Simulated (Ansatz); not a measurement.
# Worked example: Si(CH3)(OH)2(SiH3) → Si(OH)2(SiH3) + CH3

Species: Si(CH3)(OH)2(SiH3), singlet; Si(OH)2(SiH3), doublet; CH3 (methyl radical) `[CH3]`, doublet. 

Shapes, held fixed at every level: PBE0-D4/def2-TZVP. Flexible molecules stand in one conformer, not always the lowest. Programs: Ansatz 0.2.0. Electronic energies: no zero-point or thermal term.

At CCSD(T)/CBS estimate; 1 Eh = 2625.50 kJ/mol:

| species | energy (Eh) |
| --- | --- |
| Si(CH3)(OH)2(SiH3) | -771.483899 |
| Si(OH)2(SiH3) | -731.551244 |
| CH3 | -39.782177 |

Work out ΔE of the reaction at this level.


1. Products less reactants: (-731.551244) + (-39.782177) − [(-771.483899)] = 0.150478 Eh = +395.1 kJ/mol.

Other levels give +374.0 (B2PLYP/def2-TZVPP) to +400.6 kJ/mol (MP2/def2-TZVPP). No measured value is set beside it here. Open shells run unrestricted unless RO is named. The CBS estimate extrapolates MP2 from def2-TZVPP and def2-QZVPP and adds CCSD(T) − MP2 in the triple-zeta set, cores frozen.
